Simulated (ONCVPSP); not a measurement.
silver (Ag): ONCV pseudisation with PBE, scalar-relativistic reference atom.

- Element: Ag (Z = 47)
- Generator: ONCVPSP 4.0.1
- Type: optimised norm-conserving Vanderbilt (ONCV)
- Functional: PBE
- Relativity: scalar-relativistic
- Frozen core: [Ar] 3d10
- Valence charge: 19
- Reference configuration: 4s2 4p6 4d9 5s2
- Partial waves: 4s+5s: rc 1.65 bohr, ncon 4, nbas 8, qcut 8.6 1/bohr, 3 projectors, debl 3.3 Ha; 4p: rc 1.45 bohr, ncon 3, nbas 6, qcut 7.6 1/bohr, 3 projectors, debl 2.8 Ha; 4d: rc 1.55 bohr, ncon 5, nbas 9, qcut 11.3 1/bohr, 3 projectors, debl 2 Ha
- Local potential: polynomial inside 1.45 bohr (lpopt 5, dvloc0 1 Ha)
- Core correction: Teter function fitted to the true core (icmod 2), fcfact 0.5

- Cutoffs needed: 34 Ha and 41 Ha (the cutoffs (Ha) at which the residual kinetic energy of the hardest occupied pseudo-wave falls to 1 and 0.1 mHa per electron)
- Ghost test: no bound ghost flagged; GHOST(+) flags only above 600 eV
- Largest excitation error: -365 meV (all-electron minus pseudo) for 4s1 4p6 4d10 5s1, out of 4 test configurations
- rms error of d²Exc/dni dnj: 3.08 mHa without and 1.46 mHa with the model core
